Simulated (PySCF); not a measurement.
**Radial density of H⁻ (hydrogen, charge -1)**

HSE06, 1s2, closed-shell 1S. Calculation: PySCF 2.14, in aug-cc-pVQZ with one added diffuse shell each of s, p, d, f type (6s5p4d3f, 62 functions); the non-relativistic Hamiltonian (point nucleus).

```
r (bohr)  4πr²ρ (e/bohr)
  0.0296        0.003361
  0.0498        0.009275
  0.0838         0.02470
   0.141         0.06200
   0.237          0.1455
   0.399          0.2997
   0.671          0.5087
    1.13          0.6410
    1.90          0.5468
    3.19          0.2899
    5.37         0.08651
    9.03         0.01805
    15.2        0.001706
    25.6       2.100e-05
```

At HSE06 the highest occupied level has a positive energy, so only the finite basis holds that electron; in a semilocal or global hybrid functional this comes from self-interaction and does not mean that the real anion is unbound.
